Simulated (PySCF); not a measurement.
PySCF input (BP86/def2-TZVPD):

```python
from pyscf import gto, scf, dft

mol = gto.M(
    atom='''
    C     1.10126503   -0.42590153    0.11882443
    N     0.05902261    0.36914836    0.25462138
    C    -1.13701915    0.20228262   -0.27306636
    H     2.03612484   -0.17060416    0.61036532
    H     1.07185192   -1.35069917   -0.47726420
    H    -1.39316111   -0.65888258   -0.90885189
    H    -1.91344924    0.93786092   -0.08114727
    ''',
    basis='def2-tzvpd',
    charge=-1,
    spin=0,
    verbose=4,
)

mf = dft.RKS(mol, xc='bp86').density_fit(auxbasis='def2-universal-jkfit')
mf.grids.level = 3
mf.conv_tol = 1e-9
mf.max_cycle = 100
mf.max_memory = 1500
mf.kernel()
if not mf.converged:
    mf = mf.newton()
    mf.kernel(mf.make_rdm1())
mf.analyze()
```

Output:

```
PySCF version 2.14.0

[INPUT] verbose = 4
[INPUT] num. atoms = 7
[INPUT] num. electrons = 24
[INPUT] charge = -1
[INPUT] spin (= nelec alpha-beta = 2S) = 0
[INPUT] symmetry False subgroup None
[INPUT] Mole.unit = angstrom
[INPUT] Symbol           X                Y                Z      unit          X                Y                Z       unit  Magmom
[INPUT]  1 C      1.101265030000  -0.425901530000   0.118824430000 AA    2.081089297261  -0.804837247733   0.224545629608 Bohr   0.0
[INPUT]  2 N      0.059022610000   0.369148360000   0.254621380000 AA    0.111536568057   0.697589299732   0.481164673659 Bohr   0.0
[INPUT]  3 C     -1.137019150000   0.202282620000  -0.273066360000 AA   -2.148654791886   0.382258751559  -0.516020634232 Bohr   0.0
[INPUT]  4 H      2.036124840000  -0.170604160000   0.610365320000 AA    3.847718303024  -0.322395138111   1.153423290733 Bohr   0.0
[INPUT]  5 H      1.071851920000  -1.350699170000  -0.477264200000 AA    2.025506574889  -2.552451507977  -0.901898627060 Bohr   0.0
[INPUT]  6 H     -1.393161110000  -0.658882580000  -0.908851890000 AA   -2.632692945295  -1.245107624447  -1.717481159893 Bohr   0.0
[INPUT]  7 H     -1.913449240000   0.937860920000  -0.081147270000 AA   -3.615895016857   1.772300281733  -0.153346116056 Bohr   0.0

nuclear repulsion = 65.906198167225
number of shells = 59
number of NR pGTOs = 200
number of NR cGTOs = 147
basis = def2-tzvpd
ecp = {}

******** <class 'pyscf.df.df_jk.DFRKS'> ********
method = DFRKS
initial guess = minao
damping factor = 0
level_shift factor = 0
DIIS = <class 'pyscf.scf.diis.CDIIS'>
diis_start_cycle = 1
diis_space = 8
diis_damp = 0
SCF conv_tol = 1e-09
SCF conv_tol_grad = None
SCF max_cycles = 100
direct_scf = False
XC library pyscf.dft.libxc version 7.1.2
    S. Lehtola, C. Steigemann, M. J. T. Oliveira, and M. A. L. Marques,  SoftwareX 7, 1–5 (2018)
XC functionals = bp86
    A. D. Becke,  Phys. Rev. A 38, 3098 (1988)
    J. P. Perdew,  Phys. Rev. B 33, 8822 (1986)
    J. P. Perdew,  Phys. Rev. B 34, 7406–7406 (1986)
radial grids:
    Treutler-Ahlrichs [JCP 102, 346 (1995); DOI:10.1063/1.469408] (M4) radial grids

becke partition: Becke, JCP 88, 2547 (1988); DOI:10.1063/1.454033
pruning grids: <function nwchem_prune>
grids dens level: 3
symmetrized grids: False
atomic radii adjust function: <function treutler_atomic_radii_adjust>
small_rho_cutoff = 0
Set gradient conv threshold to 3.16228e-05
Initial guess from minao.
tot grids = 81376
init E= -133.484928801351
  HOMO = -0.210373381182819  LUMO = -0.0775725271845715  gap/eV = 3.61370
cycle= 1 E= -133.245820261634  delta_E= 0.239  |g|= 0.603  |ddm|= 2.05
  HOMO = 0.189866413195549  LUMO = 0.195970502007644  gap/eV = 0.16610
[...]
cycle= 11 E= -133.370752408339  delta_E= -2.38e-10  |g|= 1.78e-06  |ddm|= 0.000256
  HOMO = 0.0791646748465951  LUMO = 0.157603417189492  gap/eV = 2.13443
Extra cycle  E= -133.370752408335  delta_E= 3.87e-12  |g|= 4.15e-06  |ddm|= 1.31e-05
converged SCF energy = -133.370752408335
**** SCF Summaries ****
Total Energy =                        -133.370752408335079
Nuclear Repulsion Energy =              65.906198167225014
One-electron Energy =                 -314.813942968015795
Two-electron Energy =                  115.536992392455687
Two-electron Coulomb Energy =          134.953640075710609
DFT Exchange-Correlation Energy =      -19.416647683254929
HOMO-LUMO gap [eV] =                     2.134426896815884
**** MO energy ****
MO #1   energy= -13.7751318839256  occ= 2
MO #2   energy= -9.66759193501656  occ= 2
MO #3   energy= -9.66757725278592  occ= 2
MO #4   energy= -0.602844285876863 occ= 2
MO #5   energy= -0.398590680014522 occ= 2
MO #6   energy= -0.279831795544915 occ= 2
MO #7   energy= -0.194995401697023 occ= 2
MO #8   energy= -0.193471125120427 occ= 2
MO #9   energy= -0.123391035229479 occ= 2
MO #10  energy= -0.092960634851953 occ= 2
MO #11  energy= 0.0134519862699136 occ= 2
MO #12  energy= 0.0791646748465951 occ= 2
MO #13  energy= 0.157603417189492  occ= 0
MO #14  energy= 0.172169110363281  occ= 0
MO #15  energy= 0.192634184658974  occ= 0
MO #16  energy= 0.203693919609947  occ= 0
MO #17  energy= 0.236753188993076  occ= 0
MO #18  energy= 0.238234568234061  occ= 0
MO #19  energy= 0.254479331485516  occ= 0
MO #20  energy= 0.300728834990122  occ= 0
MO #21  energy= 0.314182153323519  occ= 0
MO #22  energy= 0.3158137321216    occ= 0
MO #23  energy= 0.320630241178066  occ= 0
MO #24  energy= 0.326063714765495  occ= 0
MO #25  energy= 0.331908015868731  occ= 0
MO #26  energy= 0.359158428059301  occ= 0
MO #27  energy= 0.375925486226212  occ= 0
MO #28  energy= 0.386956125824419  occ= 0
MO #29  energy= 0.393660828398385  occ= 0
MO #30  energy= 0.418977776697189  occ= 0
MO #31  energy= 0.432824981387868  occ= 0
MO #32  energy= 0.437010201006296  occ= 0
MO #33  energy= 0.446544531440463  occ= 0
MO #34  energy= 0.452020934965297  occ= 0
MO #35  energy= 0.468049415266262  occ= 0
MO #36  energy= 0.473347951192312  occ= 0
MO #37  energy= 0.487695039341615  occ= 0
MO #38  energy= 0.505427135317771  occ= 0
MO #39  energy= 0.535206162130037  occ= 0
MO #40  energy= 0.535814367396492  occ= 0
MO #41  energy= 0.536473957990505  occ= 0
MO #42  energy= 0.541859278623258  occ= 0
MO #43  energy= 0.547973733829513  occ= 0
MO #44  energy= 0.564643612873444  occ= 0
MO #45  energy= 0.580735282878545  occ= 0
MO #46  energy= 0.626578076631222  occ= 0
MO #47  energy= 0.633282574182338  occ= 0
MO #48  energy= 0.639106662370608  occ= 0
MO #49  energy= 0.641575568481168  occ= 0
MO #50  energy= 0.65616868928156   occ= 0
MO #51  energy= 0.696009359796824  occ= 0
MO #52  energy= 0.702157138759264  occ= 0
MO #53  energy= 0.75388900535059   occ= 0
MO #54  energy= 0.812563400666906  occ= 0
MO #55  energy= 0.822137162004042  occ= 0
MO #56  energy= 0.839211400813373  occ= 0
MO #57  energy= 0.857518766654473  occ= 0
MO #58  energy= 0.85895382146116   occ= 0
MO #59  energy= 0.863722433472917  occ= 0
MO #60  energy= 0.899668318190065  occ= 0
MO #61  energy= 0.917626027482942  occ= 0
MO #62  energy= 0.928803325011165  occ= 0
MO #63  energy= 0.962179624454563  occ= 0
MO #64  energy= 0.976102438927466  occ= 0
MO #65  energy= 1.03401429706709   occ= 0
MO #66  energy= 1.06434411277787   occ= 0
MO #67  energy= 1.09028972563972   occ= 0
MO #68  energy= 1.12040199108483   occ= 0
MO #69  energy= 1.12749377059997   occ= 0
MO #70  energy= 1.18743905549028   occ= 0
MO #71  energy= 1.27131068517319   occ= 0
MO #72  energy= 1.33078251415479   occ= 0
MO #73  energy= 1.3679846486645    occ= 0
MO #74  energy= 1.36803575481776   occ= 0
MO #75  energy= 1.42724390573382   occ= 0
MO #76  energy= 1.57365439248957   occ= 0
MO #77  energy= 1.64709011259396   occ= 0
MO #78  energy= 1.73557899028339   occ= 0
MO #79  energy= 1.73701864827421   occ= 0
MO #80  energy= 1.84434781181626   occ= 0
MO #81  energy= 1.85679751974241   occ= 0
MO #82  energy= 1.85768524547451   occ= 0
MO #83  energy= 1.89022546559326   occ= 0
MO #84  energy= 1.9759098179191    occ= 0
MO #85  energy= 1.9991457183974    occ= 0
MO #86  energy= 2.03805142880851   occ= 0
MO #87  energy= 2.04129530836469   occ= 0
MO #88  energy= 2.04996409160391   occ= 0
MO #89  energy= 2.12243348616568   occ= 0
MO #90  energy= 2.14863506233446   occ= 0
MO #91  energy= 2.16957511322443   occ= 0
MO #92  energy= 2.21977931678616   occ= 0
MO #93  energy= 2.32965746167302   occ= 0
MO #94  energy= 2.37510026663194   occ= 0
MO #95  energy= 2.45444268899574   occ= 0
MO #96  energy= 2.46761329770858   occ= 0
MO #97  energy= 2.52128677894888   occ= 0
MO #98  energy= 2.55812676179038   occ= 0
MO #99  energy= 2.62507755341371   occ= 0
MO #100 energy= 2.64805596027396   occ= 0
MO #101 energy= 2.75797384635366   occ= 0
MO #102 energy= 2.81741874320296   occ= 0
MO #103 energy= 2.83002095677684   occ= 0
MO #104 energy= 2.88979873594327   occ= 0
MO #105 energy= 2.96911312001036   occ= 0
MO #106 energy= 2.97593762174558   occ= 0
MO #107 energy= 3.11471542128232   occ= 0
[...]
```

It need not be the lowest isomer of its formula. Whether it binds its extra electron was not tested at this geometry.
